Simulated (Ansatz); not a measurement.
Cost and result for the atomization energy of CH5AlBF (`C[B](F)[AlH2]`) (9 atoms, 8 bonds).

```json
{"atom": "C1", "x (Å)": "-1.183", "y (Å)": "0.579", "z (Å)": "0.649"}
{"atom": "B2", "x (Å)": "-0.138", "y (Å)": "-0.541", "z (Å)": "0.338"}
{"atom": "F3", "x (Å)": "-0.273", "y (Å)": "-1.698", "z (Å)": "1.000"}
{"atom": "Al4", "x (Å)": "1.529", "y (Å)": "-0.383", "z (Å)": "-1.038"}
{"atom": "H5", "x (Å)": "-0.676", "y (Å)": "1.381", "z (Å)": "1.203"}
{"atom": "H6", "x (Å)": "-1.560", "y (Å)": "1.050", "z (Å)": "-0.264"}
{"atom": "H7", "x (Å)": "-2.026", "y (Å)": "0.232", "z (Å)": "1.252"}
{"atom": "H8", "x (Å)": "1.384", "y (Å)": "-0.808", "z (Å)": "-2.568"}
{"atom": "H9", "x (Å)": "2.943", "y (Å)": "0.189", "z (Å)": "-0.573"}
```

The species carries charge 0 and has multiplicity 1. The structure was optimised at the PBE0-D4/def2-TZVP level. Program: Ansatz. All runs use 2 threads of an Arm Neoverse V1 on a shared host. Times are those of one run each, without the atoms' runs, and a repeat can differ threefold. Electronic energies, without spin–orbit coupling; frozen cores. CCSD(T)/CBS adds CCSD(T) − MP2 in def2-TZVPP to the MP2 limit, and its time is that of the two runs behind it. T1 = 0.013. B3LYP takes the VWN-RPA correlation (the form of Gaussian; ORCA's B3LYP/G). HSE06 is the plane-wave form, built on full-range PBE exchange.

CCSD(T)/CBS is a level of theory with its own doubt, some kJ/mol a heavy atom from the limit and from the frozen cores, so smaller differences don't rank the functionals.

| level | functions | wall time |
| --- | --- | --- |
| LDA (SPW92)/def2-TZVPP | 205 | 1.4 s |
| revPBE-D4/def2-TZVPP | 205 | 2.2 s |
| BLYP-D4/def2-TZVPP | 205 | 2.4 s |
| CCSD(T)/def2-SVP | 85 | 2.9 s |
| BHLYP-D4/def2-TZVPP | 205 | 3.3 s |
| HSE06-D4/def2-TZVPP | 205 | 3.4 s |
| B3LYP-D4/def2-TZVPP (with forces) | 205 | 4.7 s |
| r2SCAN-D4/def2-TZVPP (with forces) | 205 | 6 s |
| r2SCANh-D4/def2-TZVPP | 205 | 6 s |
| ωB97M-V/def2-TZVPP (with forces) | 205 | 13 s |
| MP2/def2-QZVPP | 391 | 20 s |
| CCSD(T)/def2-TZVPP | 205 | 73 s |
| CCSD(T)/CBS(def2) | – | 93 s |

Task: What atomization energy does each give, and how far from CCSD(T)/CBS? (Estimate.)

Result: Computed: 
```csv
level,atomization (kJ/mol),difference from CCSD(T)/CBS,per bond
LDA (SPW92)/def2-TZVPP,3498.3,396.1,49.5
revPBE-D4/def2-TZVPP,3073.9,-28.3,-3.5
BLYP-D4/def2-TZVPP,3095.1,-7.1,-0.9
CCSD(T)/def2-SVP,2975.3,-126.9,-15.9
BHLYP-D4/def2-TZVPP,3046.9,-55.3,-6.9
HSE06-D4/def2-TZVPP,3106.6,4.4,0.5
B3LYP-D4/def2-TZVPP (with forces),3111.3,9.1,1.1
r2SCAN-D4/def2-TZVPP (with forces),3125.7,23.5,2.9
r2SCANh-D4/def2-TZVPP,3109.6,7.4,0.9
ωB97M-V/def2-TZVPP (with forces),3117.9,15.7,2.0
MP2/def2-QZVPP,3115.1,12.9,1.6
CCSD(T)/def2-TZVPP,3034.9,-67.3,-8.4
CCSD(T)/CBS(def2),3102.2,0.0,0.0
```

At CCSD(T), def2-SVP lies −126.9 kJ/mol from the extrapolated value and def2-TZVPP −67.3 kJ/mol: correlation converges slowly with the basis, and small sets miss more of it in the bonded molecule than in its fragments. The D4 term adds +20.9 kJ/mol with B3LYP and +10.9 kJ/mol with PBE0; it sums over pairs of atoms, weighted by their polarisabilities, and B3LYP, whose exchange is more repulsive, gets the larger term. Leaving LDA and LC-ωPBE aside and taking each functional with its dispersion term where it has one, the values, not all of them listed here, spread over 98.3 kJ/mol, from BHLYP-D4 to B97M-V. LDA lies +368.8 kJ/mol from PBE without D4, its usual overbinding.
